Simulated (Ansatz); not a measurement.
Cost and result up the ladder for Cs₃Br₂ (5 atoms). Charge 0, multiplicity 2. Geometry: PBE0-D4/def2-SVP.

```xyz
5

Cs   -2.708    0.053    0.253
Cs    1.489    1.829    1.364
Cs    1.195   -1.865   -1.602
Br    0.139   -1.340    1.638
Br   -0.115    1.323   -1.654
```

Ansatz on 4 threads of AMD EPYC 7B13 on a shared host. Times are rough, and most runs start from the orbitals of an earlier one. ωB97M-V/def2-TZVP serves as the yardstick here, not as an exact answer. Differences are given only for rows in sets of like size (and for xTB, whose basis is part of the method), since another set adds its own error. Binding counts from free atoms at the same level (Cs doublet, Br doublet; other spins of the atoms weren't run), without zero-point energy or a counterpoise term.

In the def2 sets Cs takes a core potential; there is no spin–orbit coupling. B3LYP takes the VWN-RPA correlation. Correlated methods freeze 18 core orbitals; core or outer-core shells of Cs, Br are correlated, in sets that lack core-valence functions. The rows differ in basis, and correlated rows in double-zeta sets carry the largest basis error. The structure comes from a short search, and lower isomers may exist.

Correlated methods converge slowly with the basis, most of all in double-zeta sets.

```tsv
level	functions	wall time	binding energy per atom (eV)	difference from ωB97M-V/def2-TZVP (eV)
PBE-D4/def2-SVP	136	4.1 s	2.05	–
revPBE-D4/def2-TZVP	183	6 s	1.96	-0.12
PBE0-D4/def2-SVP	136	6.5 s	2.05	–
MP2/def2-TZVP	183	6.5 s	2.02	-0.06
PBE-D4/def2-TZVP (with forces)	183	7 s	2.05	-0.03
B3LYP-D4/def2-TZVP	183	8 s	1.99	-0.08
PBE0-D4/def2-TZVP	183	9.5 s	2.04	-0.04
r2SCAN-D4/def2-TZVP	183	14 s	2.10	0.02
ωB97M-V/def2-TZVP	183	33 s	2.08	0.00
CCSD(T)/def2-SVP	136	2.3 min	1.89	–
```
